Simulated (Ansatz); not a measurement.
Reaction (redistribution): `F[C](F)(F)[GeH3]` + `F[Si]1([SiH3])CS1` → `F[Si]1([GeH3])CS1` + `FC(F)(F)[SiH3]`

Computed with Ansatz on PBE0-D4/def2-TZVP structures; ΔE is electronic, products minus reactants. CCSD(T)/CBS adds triple-zeta CCSD(T) − MP2 to the extrapolated MP2 energy (def2 sets, frozen cores). DFT in def2-TZVPP. B3LYP here is the variant with VWN-RPA as its local correlation; programs differ in this. For Ge outer-core shells are correlated without core-valence functions, which leaves a few kJ/mol of doubt a bond. Scalar relativity is left out up to krypton.

```json
{"level": "ωB97X-V", "ΔE (kcal/mol)": "-4.5"}
{"level": "B3LYP", "ΔE (kcal/mol)": "-5.0"}
{"level": "HF/def2-TZVPP", "ΔE (kcal/mol)": "-5.5"}
{"level": "MP2/CBS(def2)", "ΔE (kcal/mol)": "-5.8"}
```

(1) What does CCSD(T)/CBS give? (Estimate.)

Largest T1 diagnostic among the species: 0.013.

Answers

(1) Computed: -5.3 kcal/mol. The listed levels differ from it by 0.8, 0.3, -0.2, -0.5 kcal/mol.
